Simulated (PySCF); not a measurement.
# Ionising KSr

PBE0; K def2-SVP, Sr def2-SVP with ECP28; scalar-relativistic core potentials (PySCF 2.14). Neutral (UKS): doublet (σ ↑), Re = 4.498 Å, ωe = 57.9 cm⁻¹, De = 0.20 eV, HOMO -2.86 eV, LUMO -1.52 eV.

KSr⁺ (UKS): singlet (closed shell), Re = 4.282 Å, ωe = 76.2 cm⁻¹, De = 0.62 eV to K⁺ + Sr. The energies at the minima are -630.33687 hartree for KSr and -630.19211 for KSr⁺.

**Question.** Work out the adiabatic ionisation energy, without and with harmonic zero-point energies (1 hartree = 27.2114 eV, 1 eV = 8065.5 cm⁻¹), and the change of the bond length.

**Answer.** At PBE0: 0.14476 hartree = 3.939 eV between the minima; the zero-point term (76.2 − 57.9)/2 cm⁻¹ = +0.001 eV makes it 3.940 eV. Re changes by -21.6 pm against the neutral. The electron leaves a σ orbital, and the shorter bond of the ion fits an antibonding orbital, or a change in how ionic the bond is.

Closed-shell solutions of metal pairs were not tested for spin polarisation, which can lower them a little. Weak bonds: KSr. Basis-set superposition, not corrected here, can be much of De in a small basis, most of all at correlated wavefunction levels. For an ion De counts to the pair picked by the measured ionisation energies or electron affinities, which need not be the lowest pair at this level. States were picked by a PBE0 search and need not be the measured ground states.
